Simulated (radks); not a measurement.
Charge is removed step by step from the 5d up level of W, starting from [Xe] 4f14 5d(up 4, down 0) 6s2. All-electron calculation, scalar-relativistic Kohn-Sham, PBE, spin-polarised, spherical densities, point nucleus. Program: a radial shooting solver on a logarithmic mesh with Libxc functionals.

| removed (e) | E - E(0) (eV) | eigenvalue (eV) | E minus straight line (eV) |
|---|---|---|---|
| 0 | 0.000 | -5.305 | 0.000 |
| 0.125 | 0.727 | -6.330 | -0.481 |
| 0.25 | 1.584 | -7.388 | -0.831 |
| 0.375 | 2.575 | -8.474 | -1.048 |
| 0.5 | 3.704 | -9.590 | -1.127 |
| 0.625 | 4.974 | -10.732 | -1.065 |
| 0.75 | 6.388 | -11.899 | -0.858 |
| 0.875 | 7.950 | -13.092 | -0.504 |
| 1 | 9.662 | -14.308 | 0.000 |

Removing the whole electron costs 9.662 eV by Delta-SCF, against 5.305 eV from minus the eigenvalue at the starting occupation. Slater's transition state (half an electron removed) gives 9.590 eV. Integrating minus the eigenvalue over the occupation (Janak's theorem) gives 9.662 eV. In this scalar-relativistic scheme the density is built from large components alone, so the theorem holds only approximately. The mean slope of the eigenvalue, de/dn, is 9.00 eV per electron.
